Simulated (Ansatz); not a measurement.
Z-matrix (Å, degrees):
```
C
C 1 1.493
Si 1 1.867 2 112.3
H 1 1.093 2 110.0 3 118.9
H 1 1.094 2 110.9 3 -119.1
O 2 1.201 1 124.1 3 -94.7
H 2 1.110 1 115.2 3 83.9
O 3 1.632 1 105.6 2 -176.0
Cl 3 2.058 1 109.3 2 -56.7
H 3 1.478 1 112.6 2 61.0
H 8 0.959 3 118.8 1 179.8
```

Total charge 0; spin multiplicity 1.

(1) List the ωB97M-V/def2-TZVPP orbital energies in eV (Ansatz 0.2.0). (Best estimate.)

Answers

(1) Computed: Occupied: -2772.08, -1808.66, -526.82, -526.15, -284.18, -281.81, -262.49, -199.95, -199.85, -199.84, -149.56, -103.72, -103.67, -103.64, -32.31, -31.63, -26.07, -24.10, -19.54, -18.50, -16.59, -16.26, -15.15, -14.68, -14.50, -13.60, -13.52, -12.47, -12.20, -11.82, -11.25, -9.99. Lowest empty: 1.30, 1.80, 2.75, 2.83, 3.56, 3.68, 3.98, 4.49.
